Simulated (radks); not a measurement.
Polarisability of neutral cadmium, [Kr] 4d10 5s2, at imaginary frequency. Calculated with a radial shooting solver on a logarithmic mesh with Libxc functionals: scalar-relativistic Kohn-Sham, LDA (Slater exchange, Perdew-Wang correlation), spin-polarised, spherical densities, finite nucleus; Fermi nuclear charge, rms radius 4.6087 fm. Response by self-consistent Sternheimer equations with the Hartree and adiabatic LDA kernel, the relativistic mass of each level held fixed and spin-orbit coupling left out.

w (hartree),alpha1(iw) (bohr^3),alpha2(iw) (bohr^5)
0.00266,44.67,404.7
0.0143,44.49,403.8
0.0360,43.53,398.8
0.0697,40.71,383.7
0.118,35.18,350.3
0.186,27.52,294.3
0.280,19.76,222.5
0.413,13.49,150.8
0.605,9.004,92.97
0.892,5.893,52.90
1.35,3.693,27.92
2.12,2.101,13.44
3.59,0.9934,5.572
6.94,0.3458,1.742
17.5,0.07519,0.3035

Static values: alpha1 = 44.67 bohr^3 (6.620 angstrom^3; uncoupled 84.80), alpha2 = 404.7 bohr^5, alpha3 = 6853 bohr^7. C6 = 395.8, C8 = 19540, triple-dipole C9 = 12140 atomic units. One-pole (London) frequency 4 C6 / (3 alpha1^2) = 0.264 hartree, against 0.219 for minus the highest occupied eigenvalue. Recommended static value: 46 bohr^3 (Schwerdtfeger and Nagle, 2023 table).
